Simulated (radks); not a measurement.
Results of a calculation; reference values are marked as such.
Question: All-electron atom: Ba IV in [Kr] 4d10 5s2 5p5. Code: a radial shooting solver on a logarithmic mesh with Libxc functionals. Model: Dirac Kohn-Sham, exchange-only PBE, spin-unpolarised, spherical densities, point nucleus; open shells are shared between the two j in proportion to 2j + 1. Some entries of the table are withheld. Estimate them.

orbital,occ.,eigenvalue (eV),<1/r> (bohr^-1),<r> (bohr)
1s1/2,2,-37256.04,(1),0.02558
2s1/2,2,-5907.055,14.25,0.1093
2p1/2,2,(2),14.24,0.09193
2p3/2,4,(3),12.99,0.09792
3s1/2,2,-1265.954,5.120,0.2916
3p1/2,2,(4),5.032,0.2815
3p3/2,4,(5),4.724,0.2935
3d3/2,4,-797.6941,4.585,0.2644
3d5/2,6,-781.9613,4.506,0.2681
4s1/2,2,(6),2.104,0.6737
4p1/2,2,-215.6699,1.998,0.6967
4p3/2,4,-200.2615,1.898,0.7239
4d3/2,4,-115.2307,1.672,0.7936
4d5/2,6,-112.6080,1.647,0.8035
5s1/2,2,-56.4999,0.8248,1.606
5p1/2,1.66667,(7),0.7310,(8)
5p3/2,3.33333,(9),0.6982,(10)

Answer: 
(1) 1s1/2 <1/r> (bohr^-1): 60.71
(2) 2p1/2 eigenvalue (eV): -5565.622
(3) 2p3/2 eigenvalue (eV): -5183.822
(4) 3p1/2 eigenvalue (eV): -1122.713
(5) 3p3/2 eigenvalue (eV): -1048.921
(6) 4s1/2 eigenvalue (eV): -267.7350
(7) 5p1/2 eigenvalue (eV): -42.4971
(8) 5p1/2 <r> (bohr): 1.794
(9) 5p3/2 eigenvalue (eV): -40.2118
(10) 5p3/2 <r> (bohr): 1.866
